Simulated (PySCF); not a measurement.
## Dipole moment and polarisability of `C#CC#CCC(N)=O`

Compound: C6H5NO.
Structure used (GFN2-xTB), in Å, numbered top down from 1:
```xyz
13
C6H5NO angstrom
C      3.904   -0.142   -0.328
C      2.711   -0.059   -0.472
C      1.363    0.028   -0.622
C      0.167    0.103   -0.767
C     -1.264    0.195   -0.900
C     -2.024    0.201    0.432
N     -1.331   -0.287    1.481
O     -3.167    0.583    0.512
H      4.943   -0.212   -0.213
H     -1.539    1.104   -1.443
H     -1.639   -0.658   -1.477
H     -1.767   -0.304    2.387
H     -0.364   -0.551    1.392
```

Level: PBE0/def2-SVPD (PySCF), static field, nuclei fixed, core orbitals frozen in the response. The polarisability tensor in these axes (au):

```
x   147.51  -8.97   1.33
y    -8.97  52.19  -2.79
z     1.33  -2.79  63.46
```

Problem. Give the principal values, the mean and the anisotropy Δα = √{½[(α1 − α2)² + (α2 − α3)² + (α1 − α3)²]}.

Solution. Principal values 50.79, 63.99 and 148.38 au; mean 87.72 au = 13.00 Å³ = 14.46 × 10⁻⁴⁰ C²·m²/J; Δα = 91.70 au (105 % of the mean).

Problem. What is the dipole moment, and where does it point?

Solution. (2.90, -1.27, 0.59) D, 3.22 D in size, pointing from the negative to the positive side. Measured along this direction, the outermost atoms are O8 at the negative end and H9 at the positive end.

Problem. What would n − 1 = 2πNα be for an ideal gas of these molecules at 500 K and 1 atm, electronic part alone?

Solution. N = p/kT = 1.4678 × 10¹⁹ cm⁻³, so n − 1 = 2π × N × 13.00 × 10⁻²⁴ cm³ = 1199 × 10⁻⁶ at long wavelengths.

Problem. Find the Langevin capture rate constant for H3+ (3.023 u) meeting this molecule (107.037 u), k = 2.342 × 10⁻⁹ cm³/s × √(α in Å³ / reduced mass in u).

Solution. The reduced mass is 2.94 u, so k = 4.92 × 10⁻⁹ cm³/s. The formula leaves out the permanent dipole, which adds to the capture rate.

Problem. Traceless (Buckingham) quadrupole moment about the centre of nuclear charge: eigenvalues?

Solution. -10.41, 0.69, 9.72 D·Å. The values depend on the origin, since the dipole doesn't vanish. The electronic extent ⟨r²⟩ about the same centre is 1371 bohr², a root-mean-square distance of 2.62 Å for the 56 electrons.

Problem. Molar refractivity from α?

Solution. Lorentz–Lorenz: R = (4π/3)N_A α = 2.5225 cm³/(mol·Å³) × 13.00 Å³ = 32.8 cm³/mol, in the limit of long wavelengths.

One conformer (not necessarily the lowest) at the GFN2-xTB geometry, without solvent, vibrations or thermal averaging.
